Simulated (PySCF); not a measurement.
Compound: 3-ethylfuran, C6H8O.
InChI=1S/C6H8O/c1-2-6-3-4-7-5-6/h3-5H,2H2,1H3

Torsions of this conformer, `[CH3:1][CH2:2][c:3]1[cH:4][cH:5][o:6][cH:7]1`: C1–C2–C3–C4 -65°.

The closed-shell ground state was solved at several levels (PySCF, density fitting, gas phase, non-relativistic). Isolated species at its PBE0-D3(BJ)/def2-SVP geometry (one conformer only).

| level | basis functions | total energy (Eh) | HOMO (eV) | LUMO (eV) | gap (eV) | dipole (D) |
| --- | --- | --- | --- | --- | --- | --- |
| PBE0/pcSseg-1 | 159 | -308.2566 | -6.51 | 0.45 | 6.96 | 0.89 |
| CAM-B3LYP/def2-SVPD | 207 | -308.2834 | -7.81 | 1.34 | 9.15 | 0.98 |
| KT3/pcSseg-2 | 364 | -313.6071 | -5.43 | -0.60 | 4.83 | 0.82 |

(1) What might B3LYP/pcJ-1 (269 basis functions) give for the same quantities?

(2) Over all these levels, which gives the widest orbital gap and which the narrowest?

(3) How far do the dipole and the HOMO energy spread over the levels?

## Answers

(1) Total energy -308.6691 Eh, HOMO -6.29 eV, LUMO 0.23 eV, gap 6.52 eV, dipole 0.87 D.

(2) CAM-B3LYP/def2-SVPD (range-separated hybrid) has the widest, 9.15 eV, and KT3/pcSseg-2 (GGA) the narrowest, 4.83 eV. Functional and basis both differ between the two, so the spread mixes both effects.

(3) The dipole runs from 0.82 to 0.98 D (mean 0.89 D) and the HOMO from -7.81 to -5.43 eV.
